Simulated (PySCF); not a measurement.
Isomers of C8H9B. Level of theory: PySCF 2.14.0, PBE0-D3(BJ)/def2-SVP geometry optimisation, gas phase. Energies are electronic, without zero-point or thermal terms, for one conformer each. No frequencies were run at this level. Point groups hold within 0.08 Å.

Question: Rank from lowest to highest electronic energy at this level (kcal/mol).
A. `[CH:1]#[C:2]/[CH:3]=[CH:4]\[CH2:5][BH:6][C:7]#[C:8][CH3:9]` with C3–C4–C5–B6 -124°, C4–C5–B6–C7 159°
B. `[CH:1]#[C:2][B:3]1[CH2:4][CH2:5][C@H:6]([C:7]#[CH:8])[CH2:9]1` with C2–B3–C4–C5 -167°, B3–C4–C5–C6 -31°, C4–C5–C6–C7 166°, C5–C6–C9–B3 -30°
C. `[CH:1]#[C:2]/[CH:3]=[CH:4]/[CH2:5][BH:6][C:7]#[C:8][CH3:9]` with C3–C4–C5–B6 -124°, C4–C5–B6–C7 154°
D. `[BH2:1][C@:2]12[CH:3]=[CH:4][C@H:5]([CH:6]=[CH:7]1)[CH:8]=[CH:9]2` with H–B1–C2–C3 -29° and 155°

Answer: D (0.0), B (9.1), A (28.1), C (28.8).

As drawn, the highest has a C≡C bond, which the lowest lacks. Neighbours under 2.5 kcal/mol apart (C#C/C=C\CBC#CC and C#C/C=C/CBC#CC) can change places with a better method, another conformer or zero-point energy. C#C/C=C\CBC#CC and C#C/C=C/CBC#CC are stereoisomers, 0.7 kcal/mol apart in the conformers taken.

```tsv
SMILES	E (Eh)	E rel (kcal/mol)	dipole (D)	point group	A, B, C (MHz)
BC12C=CC(C=C1)C=C2	-334.36941	0.0	0.80	Cs	2850, 1834, 1815
C#CB1CC[C@H](C#C)C1	-334.35484	9.1	1.08	C1	4385, 833.9, 724.0
C#C/C=C\CBC#CC	-334.32457	28.1	2.39	C1	3086, 591.3, 508.2
C#C/C=C/CBC#CC	-334.32353	28.8	3.09	C1	7986, 416.9, 411.0
```

How do the relative energies change in single points at HF/pcSseg-1 (no added dispersion term) on the same geometries?

| SMILES | PBE0-D3(BJ)/def2-SVP (kcal/mol) | HF/pcSseg-1 (kcal/mol) | shift |
| --- | --- | --- | --- |
| BC12C=CC(C=C1)C=C2 | 0.0 | 7.9 | +7.9 |
| C#CB1CC[C@H](C#C)C1 | 9.1 | 0.0 | -9.1 |
| C#C/C=C\CBC#CC | 28.1 | 13.4 | -14.7 |
| C#C/C=C/CBC#CC | 28.8 | 13.3 | -15.5 |

Each column counts from its own lowest isomer. C#CB1CC[C@H](C#C)C1 becomes the lowest; the largest shift is 15.5 kcal/mol.

As an exercise, what shares would exp(−E/RT) give at 2000 K from these electronic energies alone (no entropy, no degeneracies)?

RT = 3.974 kcal/mol: BC12C=CC(C=C1)C=C2 90.8 %, C#CB1CC[C@H](C#C)C1 9.1 %, C#C/C=C\CBC#CC 0.1 %, C#C/C=C/CBC#CC 0.1 %.
